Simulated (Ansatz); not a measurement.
Cartesian coordinates in Å:
```
B -0.069 1.271 0.665
C 0.176 -0.095 0.009
O 1.304 0.413 0.093
C -0.204 -1.372 -0.560
S -0.055 -1.651 -2.135
H -0.353 2.177 -0.055
H -0.102 1.321 1.856
H -0.698 -2.064 0.126
```

Charge 0, multiplicity 1.

(1) List the PBE/def2-TZVPP orbital energies in eV (Ansatz 0.2.0). (Estimate.)

## Answers

(1) The calculation gave: Occupied: -2396.59, -512.41, -272.27, -271.71, -209.52, -177.25, -155.69, -155.63, -155.37, -28.43, -21.19, -17.15, -14.69, -13.81, -12.26, -11.66, -10.56, -9.91, -8.73, -7.86, -7.35, -6.13. Lowest empty: -4.47, -2.86, -0.48, 0.34, 1.59, 1.71, 1.97, 2.21.
